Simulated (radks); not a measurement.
These are the eigenvalues of the occupied orbitals of an atom or ion with whole-number occupations (hartree). Method: Dirac Kohn-Sham, LDA (Slater exchange, Perdew-Wang correlation), spin-unpolarised, spherical densities, finite nucleus; Fermi nuclear charge, rms radius of each element as measured or else 0.836 A^(1/3) + 0.57 fm; computed with a radial shooting solver on a logarithmic mesh with Libxc functionals.

1s1/2: -1161.281
2s1/2: -179.0318
2p1/2: -167.9084
2p3/2: -157.8348
3s1/2: -36.52351
3p1/2: -31.93996
3p3/2: -30.06295
3d3/2: -21.94283
3d5/2: -21.54986
4s1/2: -7.15279
4p1/2: -5.57418
4p3/2: -5.21324
4d3/2: -2.68768
4d5/2: -2.63284
5s1/2: -1.58010
5p1/2: -1.20318

Which element is it, and in what charge state? The configuration may be excited. Open shells, if any, fill j = l - 1/2 first.

Answer. Z = 52, tellurium, charge +3: Te3+ in [Kr] 4d10 5s2 5p1. The list shows which subshells hold electrons but not how many an open one holds; the 1s level, -1161.3 hartree, gives Z - s = 48.2 by -(Z - s)^2/2, which with screening and relativity narrows Z to a few neighbours, and the depths of the outer levels then fix element, charge and occupations together.
